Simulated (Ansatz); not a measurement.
SiHClBr₂, SMILES [SiH](Cl)(Br)Br.

Geometry optimised at PBE0-D3(BJ)/def2-SVP.

Two levels are set side by side: PBE/def2-SVPD (Ansatz, a first-principles code) and PBE0/def2-SVPD (Ansatz). Energy differences of separate SCF runs at the same geometry; the states with an electron removed or added have multiplicity 2 and 2. Differences are taken from unrounded values.

| quantity | PBE0 |
|---|---|
| vertical ionisation energy (eV) | 10.77 |
| vertical singlet–triplet gap (eV) | 6.01 |

What does PBE give, and how far is it from PBE0? (The exact figures need the calculation; the answer reports its results.)


```
quantity                             PBE  PBE minus PBE0
---------------------------------  -----  --------------
vertical ionisation energy (eV)    10.29           -0.48
vertical singlet–triplet gap (eV)   5.52           -0.50
```
